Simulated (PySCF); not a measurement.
All values below come from PySCF with M06-2X/def2-TZVP // B3LYP-D3(BJ)/def2-TZVP. Gas-phase values, no solvent. One relaxed conformer stands for a flexible species; it need not be the lowest. Delta-SCF ions had no search for a lower state. Excitations are Tamm–Dancoff values on a coarser integration grid. The basis has no diffuse functions, so Rydberg states are missing or too high.

Reference species (SMILES): `[CH3][Ga]([CH3])[CH3]` (neutral, multiplicity 1).

```yaml
vertical ionisation energy (Delta-SCF): 9.60 eV
S1–T1 gap (TDA): 0.33 eV
```

Changed species: `[SH][Ga]([SH])[SH]` (3 of 3 CH3 replaced by SH; the reference has 0 of 3 CH3 replaced by SH).

Question: Give the shifts of the vertical ionisation energy (Delta-SCF) and S1–T1 gap (TDA).

Answer: the vertical ionisation energy (Delta-SCF) increases by 0.30 eV, to 9.90 eV; the S1–T1 gap (TDA) falls by 0.07 eV, to 0.26 eV.
